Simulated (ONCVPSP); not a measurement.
Pseudopotential generation for Gd (Z = 64): ONCV, PBE, scalar-relativistic.

The input file (ONCVPSP 4.0.1):

```
# ATOM AND REFERENCE CONFIGURATION
# atsym  z   nc   nv     iexc    psfile
  Gd 64.00    9    6        4      upf
#
#   n    l    f
    1    0    2.00
    2    0    2.00
    2    1    6.00
    3    0    2.00
    3    1    6.00
    3    2   10.00
    4    0    2.00
    4    1    6.00
    4    2   10.00
    4    3    7.00
    5    0    2.00
    5    1    6.00
    5    2    1.00
    6    0    1.50
    6    1    0.50
#
# PSEUDOPOTENTIAL AND OPTIMIZATION
# lmax
    3
#
#   l,   rc,      ep,       ncon, nbas, qcut
    0    2.20    0.00    4    8    4.10
    1    2.95    0.00    5    8    4.90
    2    2.25    0.00    3    8    3.80
    3    1.25    0.00    3    7   14.80
#
# LOCAL POTENTIAL
# lloc, lpopt,  rc(5),   dvloc0
    4    4    0.85    0.00
#
# VANDERBILT-KLEINMAN-BYLANDER PROJECTORs
# l, nproj, debl
    0    2    1.50
    1    2    3.00
    2    2    0.40
    3    2    2.20
#
# MODEL CORE CHARGE
# icmod, fcfact, rcfact
    4    0.30    0.00
#
# LOG DERIVATIVE ANALYSIS
# epsh1, epsh2, depsh
   -3.00    5.00    0.02
#
# OUTPUT GRID
# rlmax, drl
    6.00    0.01
#
# TEST CONFIGURATIONS
# ncnf
    4
# nvcnf
#   n    l    f
    6
    4    3    7.00
    5    0    2.00
    5    1    6.00
    5    2    1.00
    6    0    2.00
    6    1    0.00
#
    6
    4    3    7.00
    5    0    2.00
    5    1    6.00
    5    2    1.00
    6    0    1.00
    6    1    0.00
#
    6
    4    3    7.00
    5    0    2.00
    5    1    6.00
    5    2    1.00
    6    0    0.00
    6    1    0.00
#
    6
    4    3    6.00
    5    0    2.00
    5    1    6.00
    5    2    0.00
    6    0    0.00
    6    1    0.00
#
```

Command:

```bash
oncvpsp.x < Gd.dat > Gd.out
```

Resulting log (shortened: citation, most of the input echo, consistency checks and plot data are left out):

```
ONCVPSP  (Optimized Norm-Conservinng Vanderbilt PSeudopotential)
scalar-relativistic version 4.0.1

#   n    l    f        energy (Ha)
    1    0    2.00    -1.8413478E+03
    2    0    2.00    -3.0405035E+02
    2    1    6.00    -2.7055575E+02
    3    0    2.00    -6.7424708E+01
    3    1    6.00    -5.7050196E+01
    3    2   10.00    -4.3362709E+01
    4    0    2.00    -1.3600886E+01
    4    1    6.00    -1.0181541E+01
    4    2   10.00    -5.4528246E+00
    4    3    7.00    -3.4387297E-01
    5    0    2.00    -1.8524383E+00
    5    1    6.00    -1.0262342E+00
    5    2    1.00    -1.1233942E-01
    6    0    1.50    -1.6570004E-01
    6    1    0.50    -6.0205547E-02

Reference configufation results
  iterations    33
  all-electron total energy (Ha)   -1.12710677D+04

Begin loop to  construct optimized pseudo wave functions
and semi-local pseudopoentials for all angular momenta

Calculating optimized projector #   1

 for l=   0

    Fraction of norm inside rc  0.959040
    Optimizing pswf for qcut=   4.10 a_B^-1,  ecut=   8.42 Ha
    Residual kinetic energy error=  3.10D-04 Ha

    Energy error per electron        Cutoff
         Ha          eV             Ha
         0.01000     0.27211        2.83
         0.00100     0.02721        6.83
         0.00010     0.00272       21.92
         0.00001     0.00027       37.70

Calculating optimized projector #   2

 for l=   0

    Fraction of norm inside rc  0.068615
    Optimizing pswf for qcut=   4.10 a_B^-1,  ecut=   8.42 Ha
    Residual kinetic energy error=  3.34D-04 Ha

    Energy error per electron        Cutoff
         Ha          eV             Ha
         0.01000     0.27211        2.48
         0.00100     0.02721        6.79
         0.00010     0.00272       14.46
         0.00001     0.00027       42.47

Calculating optimized projector #   1

 for l=   1

    Fraction of norm inside rc  0.980420
    Optimizing pswf for qcut=   4.90 a_B^-1,  ecut=  12.02 Ha
    Residual kinetic energy error=  1.11D-07 Ha

    Energy error per electron        Cutoff
         Ha          eV             Ha
         0.01000     0.27211        5.59
         0.00100     0.02721        7.36
         0.00010     0.00272        8.86
         0.00001     0.00027       10.18

Calculating optimized projector #   2

 for l=   1

    Fraction of norm inside rc  0.067130
    Optimizing pswf for qcut=   4.90 a_B^-1,  ecut=  12.02 Ha
    Residual kinetic energy error=  1.20D-07 Ha

    Energy error per electron        Cutoff
         Ha          eV             Ha
         0.01000     0.27211        3.56
         0.00100     0.02721        5.52
         0.00010     0.00272        7.11
         0.00001     0.00027        8.46

   Wellstate for l =  2  n =  6
     eigenvalue =   0.2877
     asymptotic potential =   0.7877
     half-point radius =  6.9777

Calculating optimized projector #   1

 for l=   2

    Fraction of norm inside rc  0.413394
    Optimizing pswf for qcut=   3.80 a_B^-1,  ecut=   7.23 Ha
    Residual kinetic energy error=  1.34D-03 Ha

    Energy error per electron        Cutoff
         Ha          eV             Ha
         0.01000     0.27211        5.46
         0.00100     0.02721        7.63
         0.00010     0.00272       36.04
         0.00001     0.00027       64.95

Calculating optimized projector #   2

 for l=   2

    Fraction of norm inside rc  0.166929
    Optimizing pswf for qcut=   3.80 a_B^-1,  ecut=   7.23 Ha
    Residual kinetic energy error=  1.14D-03 Ha

    Energy error per electron        Cutoff
         Ha          eV             Ha
         0.01000     0.27211        5.31
         0.00100     0.02721        7.33
         0.00010     0.00272       14.58
         0.00001     0.00027       62.95

   Wellstate for l =  3  n =  6
     eigenvalue =   1.8561
     asymptotic potential =   2.3561
     half-point radius =  3.9003

Calculating optimized projector #   1

 for l=   3

    Fraction of norm inside rc  0.833606
    Optimizing pswf for qcut=  14.80 a_B^-1,  ecut= 109.55 Ha
    Residual kinetic energy error=  1.35D-06 Ha

    Energy error per electron        Cutoff
         Ha          eV             Ha
         0.01000     0.27211       76.15
         0.00100     0.02721       87.08
         0.00010     0.00272       95.72
         0.00001     0.00027      102.78

Calculating optimized projector #   2

 for l=   3

    Fraction of norm inside rc  0.050332
    Optimizing pswf for qcut=  14.80 a_B^-1,  ecut= 109.55 Ha
    Residual kinetic energy error=  6.71D-07 Ha

    Energy error per electron        Cutoff
         Ha          eV             Ha
         0.01000     0.27211       68.78
         0.00100     0.02721       82.58
         0.00010     0.00272       93.08
         0.00001     0.00027      101.05

Construct Vanderbilt / Kleinmman-Bylander projectors

B matrix Hermiticity error, ll=   0
   1   2    1.4182E-04

  Orthonormal projector coefficients  1.5167E+01  1.4452E+00

B matrix Hermiticity error, ll=   1
   1   2    4.6032E-05

  Orthonormal projector coefficients  1.0149E+01  5.3867E-01

B matrix Hermiticity error, ll=   2
   1   2    2.1208E-05

  Orthonormal projector coefficients -1.2722E+02  4.4899E+00

B matrix Hermiticity error, ll=   3
   1   2   -3.7466E-04

  Orthonormal projector coefficients -1.4648E+01 -4.1397E+00

Model core correction analysis
  based on d2Exc/dn_idn_j

d2excae - all-electron derivatives

   -2.030012D-02   -1.249102D-02   -9.329021D-03   -3.219883D-03
   -1.171539D-03   -4.719049D-04
   -1.249078D-02   -2.636378D-02   -2.308103D-02   -8.717124D-03
   -1.634848D-03   -8.079349D-04
   -9.328821D-03   -2.308099D-02   -2.339108D-02   -1.249364D-02
   -2.786606D-03   -8.785428D-04
   -3.219764D-03   -8.716907D-03   -1.249349D-02   -1.828132D-02
   -1.552921D-02   -8.616428D-03
   -1.171391D-03   -1.634424D-03   -2.785698D-03   -1.552595D-02
   -2.557817D-02   -1.973579D-02
   -4.718205D-04   -8.078853D-04   -8.782005D-04   -8.609030D-03
   -1.972851D-02   -2.565075D-02

d2excps - pseudofunction derivatives with no core correction

   -4.653087D-02   -2.438675D-02   -1.472718D-02   -3.463005D-03
   -2.137654D-03   -7.961192D-04
   -2.438713D-02   -2.592414D-02   -2.218624D-02   -8.492275D-03
   -1.763137D-03   -7.920500D-04
   -1.472722D-02   -2.218602D-02   -2.353170D-02   -1.270711D-02
   -2.783725D-03   -9.059778D-04
   -3.462881D-03   -8.492003D-03   -1.270691D-02   -1.872538D-02
   -1.552689D-02   -8.611660D-03
   -2.137575D-03   -1.762370D-03   -2.782815D-03   -1.552366D-02
   -2.560429D-02   -1.973746D-02
   -7.960544D-04   -7.919903D-04   -9.056369D-04   -8.604266D-03
   -1.973018D-02   -2.565376D-02

rms 2nd derivative error    5.358797E-03

rmatch, rhocmatch    0.8934   14.0110

Coarse scan for minimum error
  matrix elements: rms 2nd-derivative errors (mHa)
  column index : amplitude prefactor to rhocmatch
  row index : scale prefactor to rmatch

         1.500  2.000  2.500  3.000  3.500  4.000  4.500  5.000  5.500  6.000

  1.0    4.724  4.548  4.377  4.217  4.071  3.939  3.819  3.710  3.610  3.518
  1.1    4.510  4.283  4.068  3.870  3.690  3.526  3.378  3.243  3.120  3.005
  1.2    4.292  4.017  3.764  3.534  3.327  3.142  2.977  2.827  2.693  2.571
  1.3    4.083  3.769  3.488  3.239  3.021  2.830  2.665  2.521  2.397  2.290
  1.4    3.896  3.557  3.265  3.016  2.808  2.635  2.495  2.383  2.295  2.230
  1.5    3.741  3.398  3.117  2.893  2.720  2.592  2.503  2.446  2.416  2.409
  1.6    3.629  3.305  3.061  2.888  2.775  2.712  2.689  2.697  2.728  2.776
  1.7    3.568  3.288  3.106  3.003  2.964  2.972  3.014  3.080  3.162  3.254
  1.8    3.564  3.350  3.245  3.220  3.254  3.327  3.424  3.536  3.656  3.780
  1.9    3.615  3.483  3.460  3.511  3.609  3.733  3.872  4.018  4.164  4.308

Nelder-Mead iteration
 converged in  33 steps
amplitude prefactor, scale prefactor
   83.8692    0.9125

Optimized Teter model core charge

d2excps - pseudofunction derivatives with core correction

   -2.009240D-02   -1.482738D-02   -1.140721D-02   -3.335164D-03
   -1.238763D-03   -5.751156D-04
   -1.482732D-02   -2.053818D-02   -2.024394D-02   -8.352616D-03
   -1.273356D-03   -6.698990D-04
   -1.140708D-02   -2.024374D-02   -2.249533D-02   -1.260933D-02
   -2.625930D-03   -8.433772D-04
   -3.335032D-03   -8.352299D-03   -1.260910D-02   -1.871313D-02
   -1.551687D-02   -8.605981D-03
   -1.238615D-03   -1.272910D-03   -2.625011D-03   -1.551364D-02
   -2.555824D-02   -1.972726D-02
   -5.750321D-04   -6.698323D-04   -8.430283D-04   -8.598587D-03
   -1.971998D-02   -2.564993D-02

rms 2nd derivative error    1.407607E-03

Pseudoatom total energy -111.521720

Diagnostic tests using Vanderbilt-Kleinman-Bylander pseudopotentials
  1 or more projectors used as specified by nproj input data

   l    rcore       rmatch      e in        delta e   norm test  slope test

   0   2.2047207   2.2716608  -1.8524383   0.0000014   1.0001657   1.0001580
   0   2.2047207   2.2716608  -0.1657000   0.0000014   1.0000226   1.0000181

   1   2.9556611   3.0454014  -1.0262342   0.0000001   1.0000883   1.0000833
   1   2.9556611   3.0454014  -0.0602055   0.0000004   1.0000131   1.0000113

   2   2.2581121   2.3266733  -0.1123394  -0.0000508   0.9999589   0.9991096
   2   2.2581121   2.3266733   0.2876606  -0.0000962   1.0000755   1.0000755

   3   1.2564447   1.2945931  -0.3438730  -0.0000049   1.0002660   1.0002490
   3   1.2564447   1.2945931   1.8561270   0.0000159   1.0005028   1.0005028

 Testing for bound ghosts
   n   l    E NL Schr. Eq   E Basis Diag.   E Cutoff

       0                       -3.992136     54.47  WARNING - GHOST(-)
   1   0       -1.852437       -1.852398     54.47
   2   0       -0.165699       -0.140503     54.47

   2   1       -1.026234       -1.026111     34.97
   3   1       -0.060205       -0.043692     34.97

       2                     -107.729328     67.40  WARNING - GHOST(-)
   3   2       -0.112390       -0.106094     67.40

   4   3       -0.343878       -0.341985    187.80

 Testing for highly-localized positive-energy ghosts
       l    <radius>/rc     E Basis Diag.   E Cutoff

       1        0.238107        1.053685     34.97  WARNING - GHOST(+)

       2        0.357527       26.264476     67.40  WARNING - GHOST(+)

Test configuration 0

   n   l     f        eae           eps        diff
   1   0  2.0000-1841.34780486
   2   0  2.0000 -304.05035200
   2   1  6.0000 -270.55574580
   3   0  2.0000  -67.42470844
   3   1  6.0000  -57.05019647
   3   2 10.0000  -43.36270907
   4   0  2.0000  -13.60088564
   4   1  6.0000  -10.18154093
   4   2 10.0000   -5.45282461
   4   3  7.0000   -0.34387297   -0.34387790   -4.92D-06
   5   0  2.0000   -1.85243834   -1.85243689    1.45D-06
   5   1  6.0000   -1.02623418   -1.02623407    1.17D-07
   5   2  1.0000   -0.11233942   -0.11239022   -5.08D-05
   6   0  1.5000   -0.16570004   -0.16569863    1.40D-06
   6   1  0.5000   -0.06020555   -0.06020510    4.45D-07

    Total energies and differences
      AE_ref= -1.12710677D+04  AE_tst= -1.12710677D+04  dif=  0.00D+00
      PS_ref= -1.11521720D+02  PS_tst= -1.11521720D+02  dif= -3.72D-12
      PSP excitation error=  3.72D-12

Test configuration 1

   n   l     f        eae           eps        diff
   1   0  2.0000-1841.32329295
   2   0  2.0000 -304.02607810
   2   1  6.0000 -270.53147182
   3   0  2.0000  -67.40048395
   3   1  6.0000  -57.02597185
   3   2 10.0000  -43.33848399
   4   0  2.0000  -13.57659179
   4   1  6.0000  -10.15724169
   4   2 10.0000   -5.42852876
   4   3  7.0000   -0.31960196   -0.31906599    5.36D-04
   5   0  2.0000   -1.82793988   -1.82779536    1.45D-04
   5   1  6.0000   -1.00195343   -1.00203100   -7.76D-05
   5   2  1.0000   -0.09308578   -0.09318818   -1.02D-04
   6   0  2.0000   -0.15162985   -0.15161252    1.73D-05

    Total energies and differences
      AE_ref= -1.12710677D+04  AE_tst= -1.12711197D+04  dif= -5.20D-02
      PS_ref= -1.11521720D+02  PS_tst= -1.11573733D+02  dif= -5.20D-02
      PSP excitation error=  5.98D-06

Test configuration 2

   n   l     f        eae           eps        diff
   1   0  2.0000-1841.55764028
   2   0  2.0000 -304.25927841
   2   1  6.0000 -270.76474124
   3   0  2.0000  -67.63334664
   3   1  6.0000  -57.25884306
   3   2 10.0000  -43.57134549
   4   0  2.0000  -13.80953925
   4   1  6.0000  -10.39020297
   4   2 10.0000   -5.66145858
   4   3  7.0000   -0.55235424   -0.55318290   -8.29D-04
   5   0  2.0000   -2.06090639   -2.06130265   -3.96D-04
   5   1  6.0000   -1.23463532   -1.23468627   -5.09D-05
   5   2  1.0000   -0.30882791   -0.30882307    4.83D-06
   6   0  1.0000   -0.34088189   -0.34090875   -2.69D-05

    Total energies and differences
      AE_ref= -1.12710677D+04  AE_tst= -1.12708755D+04  dif=  1.92D-01
      PS_ref= -1.11521720D+02  PS_tst= -1.11329451D+02  dif=  1.92D-01
      PSP excitation error= -6.06D-05

Test configuration 3

   n   l     f        eae           eps        diff
   1   0  2.0000-1841.83372001
   2   0  2.0000 -304.53364645
   2   1  6.0000 -271.03922720
   3   0  2.0000  -67.90680933
   3   1  6.0000  -57.53232382
   3   2 10.0000  -43.84486862
   4   0  2.0000  -14.08317225
   4   1  6.0000  -10.66389317
   4   2 10.0000   -5.93516214
   4   3  7.0000   -0.82556784   -0.82837957   -2.81D-03
   5   0  2.0000   -2.33421192   -2.33527263   -1.06D-03
   5   1  6.0000   -1.50610298   -1.50608467    1.83D-05
   5   2  1.0000   -0.55777293   -0.55756388    2.09D-04

    Total energies and differences
      AE_ref= -1.12710677D+04  AE_tst= -1.12704308D+04  dif=  6.37D-01
      PS_ref= -1.11521720D+02  PS_tst= -1.10884604D+02  dif=  6.37D-01
      PSP excitation error= -2.46D-04

Test configuration 4

psatom: WARNING lschvkbb convergence error n,l,iter=   3   2   3
ea(ii),et,emin,emax -1.123902E-01 -1.236292E-01 -1.236292E-01 -1.236292E-01
run_config: WARNING for fully non-local PS atom, stg. 1
 WARNING no output for configuration 5
```

Note: ghosts flagged at negative energy: s at -108.6 eV, d at -2931.5 eV; GHOST(+) flagged for p at 28.7 eV. A true bound ghost makes a file unfit for plane-wave use.

The run took about 17 s on one core of a shared server CPU.
